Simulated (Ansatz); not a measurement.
C2H7ClSi2 (`[SiH3]/C=C/[SiH2]Cl`) at its PBE0-D4/def2-TZVP geometry, where that method's forces vanish. Charge 0, multiplicity 1.

| atom | x (Å) | y (Å) | z (Å) |
| --- | --- | --- | --- |
| Si1 | 1.9859 | -0.4169 | 1.1316 |
| C2 | 0.2612 | 0.0848 | 0.6241 |
| C3 | -0.2073 | -0.0247 | -0.6240 |
| Si4 | -1.9221 | 0.5059 | -1.0848 |
| Cl5 | -2.9842 | -1.0985 | -1.8205 |
| H6 | 2.7178 | 0.7498 | 1.6938 |
| H7 | 2.7045 | -0.9320 | -0.0624 |
| H8 | 1.9290 | -1.4709 | 2.1795 |
| H9 | -0.4030 | 0.4873 | 1.3911 |
| H10 | 0.4434 | -0.4312 | -1.3988 |
| H11 | -1.9114 | 1.5334 | -2.1540 |
| H12 | -2.6137 | 1.0131 | 0.1245 |

(1) For each bond, give half the difference of the two atoms' forces along it (eV/Å; positive pushes the atoms apart) under PBE-D4, r2SCAN-D4, B3LYP-D4, ωB97M-V in def2-TZVPP. (Estimate.)

Answers

(1) Ansatz gave: 
```json
{"bond": "Si1–C2", "length (Å)": "1.867", "PBE-D4": "-0.15", "r2SCAN-D4": "-0.08", "B3LYP-D4": "0.06", "ωB97M-V": "0.13"}
{"bond": "Si1–H6", "length (Å)": "1.488", "PBE-D4": "0.08", "r2SCAN-D4": "-0.02", "B3LYP-D4": "-0.07", "ωB97M-V": "-0.13"}
{"bond": "Si1–H7", "length (Å)": "1.486", "PBE-D4": "0.08", "r2SCAN-D4": "-0.02", "B3LYP-D4": "-0.06", "ωB97M-V": "-0.11"}
{"bond": "Si1–H8", "length (Å)": "1.487", "PBE-D4": "0.08", "r2SCAN-D4": "-0.02", "B3LYP-D4": "-0.07", "ωB97M-V": "-0.13"}
{"bond": "C2–C3", "length (Å)": "1.338", "PBE-D4": "0.38", "r2SCAN-D4": "0.25", "B3LYP-D4": "0.08", "ωB97M-V": "-0.03"}
{"bond": "C2–H9", "length (Å)": "1.092", "PBE-D4": "0.06", "r2SCAN-D4": "-0.03", "B3LYP-D4": "-0.08", "ωB97M-V": "-0.06"}
{"bond": "C3–Si4", "length (Å)": "1.853", "PBE-D4": "-0.14", "r2SCAN-D4": "-0.08", "B3LYP-D4": "0.02", "ωB97M-V": "0.09"}
{"bond": "C3–H10", "length (Å)": "1.090", "PBE-D4": "0.05", "r2SCAN-D4": "-0.03", "B3LYP-D4": "-0.07", "ωB97M-V": "-0.05"}
{"bond": "Si4–Cl5", "length (Å)": "2.060", "PBE-D4": "0.18", "r2SCAN-D4": "0.05", "B3LYP-D4": "0.23", "ωB97M-V": "0.10"}
{"bond": "Si4–H11", "length (Å)": "1.483", "PBE-D4": "0.07", "r2SCAN-D4": "-0.02", "B3LYP-D4": "-0.12", "ωB97M-V": "-0.16"}
{"bond": "Si4–H12", "length (Å)": "1.483", "PBE-D4": "0.08", "r2SCAN-D4": "-0.03", "B3LYP-D4": "-0.11", "ωB97M-V": "-0.15"}
```

B3LYP here is the variant with VWN-RPA as its local correlation; programs differ in this.
